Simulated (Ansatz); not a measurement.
System: SiHF$_{2}$, charge 0, doublet. SiHF2 (SMILES F[SiH]F, doublet).
B3LYP-D3(BJ)/def2-TZVP minimum from Ansatz (an electronic-structure program):
```xyz
4

Si    -0.3122    -0.3714    -0.1032
F     -0.2332     0.4434     1.2703
F      0.6965     0.3283    -1.1277
H      0.2011    -1.7466     0.1618
```
Charge 0, spin multiplicity 2.

Total energies in hartree (Ansatz). Open shells are spin-unrestricted; no spin-orbit coupling. Correlated methods leave the cores frozen. No relativity. Where a partner has so few electrons that a lower coupled-cluster level is exact, that level stands in.

```tsv
species	HF/cc-pV(T+d)Z	CCSD(T)/cc-pV(T+d)Z	HF/cc-pV(Q+d)Z	CCSD(T)/cc-pV(Q+d)Z	CCSD(T)/cc-pV(D+d)Z	CCSDT(Q)/cc-pV(D+d)Z
1: SiHF2 (SMILES F[SiH]F, doublet)	-488.57521	-489.20247	-488.59953	-489.28208	-488.94756	-488.94916
2: Si (triplet)	-288.85649	-288.93344	-288.85845	-288.93781	-288.91643	-288.91690
3: F (doublet)	-99.40552	-99.62036	-99.41377	-99.65026	-99.52757	-99.52776
4: H (doublet)	-0.49981	-0.49981	-0.49995	-0.49995	-0.49928	-0.49928
```

Task: Work out the atomisation energy (electronic, to ground-state atoms) in kcal/mol: take Hartree-Fock from cc-pV(Q+d)Z, extrapolate the CCSD(T) correlation energy as X^-3 (X = 3, 4), and add CCSDT(Q) - CCSD(T) in cc-pV(D+d)Z. 1 hartree = 627.51 kcal/mol.

Result: 
Species 1: correlation (64·(-0.68255) - 27·(-0.62726))/37 = -0.72290; step -0.00160; E1 = -488.59953 + (-0.72290) + (-0.00160) = -489.32403
Species 2: correlation (64·(-0.07936) - 27·(-0.07695))/37 = -0.08112; step -0.00047; E2 = -288.85845 + (-0.08112) + (-0.00047) = -288.94004
Species 3: correlation (64·(-0.23649) - 27·(-0.21484))/37 = -0.25229; step -0.00019; E3 = -99.41377 + (-0.25229) + (-0.00019) = -99.66625
Species 4: correlation (64·(0.00000) - 27·(0.00000))/37 = 0.00000; step +0.00000; E4 = -0.49995 + (0.00000) + (+0.00000) = -0.49995
-1·E1 +1·E2 +2·E3 +1·E4 = 0.55154 hartree = 346.1 kcal/mol.
